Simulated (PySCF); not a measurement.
B3LYP has the VWN-RPA correlation part, as in Gaussian. 

## [Zr(Cl)4] (charge 0, multiplicity 1)

Calculation: PySCF with B3LYP-D3(BJ)/def2-TZVP // r2SCAN-D4/def2-SVP.

```json
{
  "HOMO": "-9.43 eV",
  "dipole_moment": "0.00 D",
  "HOMO–LUMO gap": "6.48 eV",
  "LUMO": "-2.95 eV",
  "charge on the central atom (Mulliken)": "1.32 e",
  "total_energy": "-1888.3296 Ha",
  "cost": "roughly 3 core-minutes"
}
```

```xyz
5

Zr     0.0000     0.0000     0.0000
Cl    -1.5083    -1.7717    -0.1164
Cl     2.1498    -0.7799    -0.4445
Cl    -0.5797     1.6181    -1.5727
Cl    -0.0618     0.9335     2.1336
```
